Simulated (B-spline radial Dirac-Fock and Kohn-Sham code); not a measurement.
# The Yb-like isoelectronic sequence (70 electrons), Z = 70 to 78

Model: Dirac-Fock ΔSCF + Breit + QED. Program: a B-spline atomic structure program. Binding energies in eV, tabulated ground configurations. Correlation energy is missing from these numbers.

| ion | configuration | 1s | 4d3/2 | 4d5/2 | 5p1/2 | outermost level | NIST ionisation energy |
| --- | --- | --- | --- | --- | --- | --- | --- |
| Yb | [Xe] 4f14 6s2 | 61328.0 | 199.3 | 190.2 | 35.86 | 4.68 (4f7/2) | – |
| Lu⁺ | [Xe] 4f14 6s2 | 63327.4 | 225.9 | 216.1 | 50.81 | 12.60 (6s) | 14.13 ± 0.05 |
| Hf²⁺ | [Xe] 4f14 5d2 | 65363.3 | 248.8 | 238.2 | 62.31 | 20.70 (5d) | 22.55 ± 0.04 |
| Ta³⁺ | [Xe] 4f14 5d2 | 67447.7 | 280.3 | 268.8 | 80.65 | 33.99 (5d) | 35 ± 1.7 |
| W⁴⁺ | [Xe] 4f14 5d2 | 69575.7 | 314.5 | 302.1 | 100.9 | 49.06 (5d) | 51.6 ± 0.3 |
| Re⁵⁺ | [Xe] 4f14 5d2 | 71747.7 | 351.2 | 337.7 | 122.7 | 65.74 (5d) | 67 ± 2 |
| Os⁶⁺ | [Xe] 4f14 5d2 | 73964.0 | 390.2 | 375.7 | 146.2 | 83.90 (5d) | 85.1 ± 2 |
| Ir⁷⁺ | [Xe] 4f14 5d2 | ? | ? | ? | ? | ? | ? |
| Pt⁸⁺ | [Xe] 4f14 5d2 | 78533.6 | 474.7 | 457.8 | 197.8 | 124.4 (5d) | 126 ± 2.2 |

Q: Fill in the row of Ir⁷⁺.

A: 1s 76226.0, 4d3/2 431.4, 4d5/2 415.7, 5p1/2 171.2, outermost 103.5 (5d), NIST 105 ± 2.1 eV.

NIST's values are for the lowest levels; a dash marks a value that is missing or belongs to another shell. Their kind here: measured, semi-empirical, theoretical. Where a p, d or f shell is open in either ion the computed value averages over both j values and all terms, while the table refers to the lowest levels; that difference holds spin-orbit splitting (largest in heavy or highly charged ions), term energies where several electrons share open shells, and correlation, and it can reach 10 % or more.
